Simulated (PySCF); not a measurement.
Isomers of C4H10F3NSi2.

All values: PBE0/pcSseg-1 (PySCF) at GFN2-xTB geometries, gas phase, one conformer each.

(1) Rank by HOMO energy, lowest first.
A. `[CH2:1]=[CH:2][Si@@H:3]([NH:4][CH2:5][SiH3:6])[C:7]([F:8])([F:9])[F:10]` with C1–C2–Si3–N4 107°, C2–Si3–N4–C5 -60°, Si3–N4–C5–Si6 -92°
B. `[F:1][CH:2]([F:3])[Si@H:4]([NH:5][SiH3:6])[C:7]1([F:8])[CH2:9][CH2:10]1` with F1–C2–Si4–N5 60°, C2–Si4–N5–Si6 -163°, C2–Si4–C7–F8 180°
C. `[F:1][C:2]([F:3])([F:4])[CH2:5][N:6]1[SiH2:7][CH2:8][CH2:9][SiH2:10]1` with C2–C5–N6–Si7 94°, C5–N6–Si7–C8 -175°, N6–Si7–C8–C9 -22°, Si7–C8–C9–Si10 36°, C8–C9–Si10–N6 -33°
D. `[CH3:1][N:2]([SiH3:3])[CH2:4][SiH2:5][C:6]([F:7])=[C:8]([F:9])[F:10]` with C1–N2–C4–Si5 -66°, N2–C4–Si5–C6 -161°, C4–Si5–C6–F7 -57°

(2) Rank by LUMO energy, highest first.
A. `[F:1][C:2]([F:3])([F:4])[Si@@:5]1([CH2:6][SiH3:7])[CH2:8][CH2:9][NH:10]1` with C2–Si5–C6–Si7 63°
B. `[F:1][C:2]([F:3])([F:4])[CH2:5][N:6]1[SiH2:7][CH2:8][CH2:9][SiH2:10]1` with C2–C5–N6–Si7 94°, C5–N6–Si7–C8 -175°, N6–Si7–C8–C9 -22°, Si7–C8–C9–Si10 36°, C8–C9–Si10–N6 -33°
C. `[CH3:1][N:2]([SiH3:3])[CH2:4][SiH2:5][C:6]([F:7])=[C:8]([F:9])[F:10]` with C1–N2–C4–Si5 -66°, N2–C4–Si5–C6 -161°, C4–Si5–C6–F7 -57°
D. `[CH2:1]=[CH:2][Si@@H:3]([NH:4][CH2:5][SiH3:6])[C:7]([F:8])([F:9])[F:10]` with C1–C2–Si3–N4 107°, C2–Si3–N4–C5 -60°, Si3–N4–C5–Si6 -92°

(3) Rank by the highest IAO charge on any atom, highest value first.
A. `[CH2:1]=[CH:2][Si@@H:3]([NH:4][CH2:5][SiH3:6])[C:7]([F:8])([F:9])[F:10]` with C1–C2–Si3–N4 107°, C2–Si3–N4–C5 -60°, Si3–N4–C5–Si6 -92°
B. `[F:1][CH:2]([F:3])[Si@H:4]([NH:5][SiH3:6])[C:7]1([F:8])[CH2:9][CH2:10]1` with F1–C2–Si4–N5 60°, C2–Si4–N5–Si6 -163°, C2–Si4–C7–F8 180°
C. `[CH3:1][N:2]([SiH3:3])[CH2:4][SiH2:5][C:6]([F:7])=[C:8]([F:9])[F:10]` with C1–N2–C4–Si5 -66°, N2–C4–Si5–C6 -161°, C4–Si5–C6–F7 -57°
D. `[F:1][C:2]([F:3])([F:4])[Si@@:5]1([CH2:6][SiH3:7])[CH2:8][CH2:9][NH:10]1` with C2–Si5–C6–Si7 63°
E. `[F:1][C:2]([F:3])([F:4])[CH2:5][N:6]1[SiH2:7][CH2:8][CH2:9][SiH2:10]1` with C2–C5–N6–Si7 94°, C5–N6–Si7–C8 -175°, N6–Si7–C8–C9 -22°, Si7–C8–C9–Si10 36°, C8–C9–Si10–N6 -33°

## Answers

(1) B (-7.53 eV), C (-7.22 eV), A (-6.89 eV), D (-6.36 eV).

(2) B (0.35 eV), A (0.14 eV), C (0.00 eV), D (-0.87 eV).

(3) D (+1.118 e), B (+1.018 e), A (+1.003 e), E (+0.875 e), C (+0.746 e).

All values together:

| SMILES | μ (D) | HOMO (eV) | LUMO (eV) | lowest IAO charge (e) | highest IAO charge (e) | lowest Hirshfeld charge (e) | highest Hirshfeld charge (e) |
| --- | --- | --- | --- | --- | --- | --- | --- |
| FC(F)(F)CN1[SiH2]CC[SiH2]1 | 2.49 | -7.22 | 0.35 | -0.769 (N) | +0.875 (Si) | -0.263 (N) | +0.365 (Si) |
| C=C[Si@@H](NC[SiH3])C(F)(F)F | 3.30 | -6.89 | -0.87 | -0.671 (N) | +1.003 (Si) | -0.240 (N) | +0.370 (Si) |
| CN([SiH3])C[SiH2]C(F)=C(F)F | 2.06 | -6.36 | 0.00 | -0.506 (N) | +0.746 (Si) | -0.176 (N) | +0.345 (Si) |
| FC(F)(F)[Si@@]1(C[SiH3])CCN1 | 3.26 | -6.93 | 0.14 | -0.848 (C) | +1.118 (Si) | -0.252 (C/N) | +0.403 (Si) |
| FC(F)[Si@H](N[SiH3])C1(F)CC1 | 1.68 | -7.53 | -0.04 | -0.942 (N) | +1.018 (Si) | -0.333 (N) | +0.378 (Si) |

Conformers: `[F:1][C:2]([F:3])([F:4])[CH2:5][N:6]1[SiH2:7][CH2:8][CH2:9][SiH2:10]1` with C2–C5–N6–Si7 94°, C5–N6–Si7–C8 -175°, N6–Si7–C8–C9 -22°, Si7–C8–C9–Si10 36°, C8–C9–Si10–N6 -33°; `[CH2:1]=[CH:2][Si@@H:3]([NH:4][CH2:5][SiH3:6])[C:7]([F:8])([F:9])[F:10]` with C1–C2–Si3–N4 107°, C2–Si3–N4–C5 -60°, Si3–N4–C5–Si6 -92°; `[CH3:1][N:2]([SiH3:3])[CH2:4][SiH2:5][C:6]([F:7])=[C:8]([F:9])[F:10]` with C1–N2–C4–Si5 -66°, N2–C4–Si5–C6 -161°, C4–Si5–C6–F7 -57°; `[F:1][C:2]([F:3])([F:4])[Si@@:5]1([CH2:6][SiH3:7])[CH2:8][CH2:9][NH:10]1` with C2–Si5–C6–Si7 63°; `[F:1][CH:2]([F:3])[Si@H:4]([NH:5][SiH3:6])[C:7]1([F:8])[CH2:9][CH2:10]1` with F1–C2–Si4–N5 60°, C2–Si4–N5–Si6 -163°, C2–Si4–C7–F8 180°.
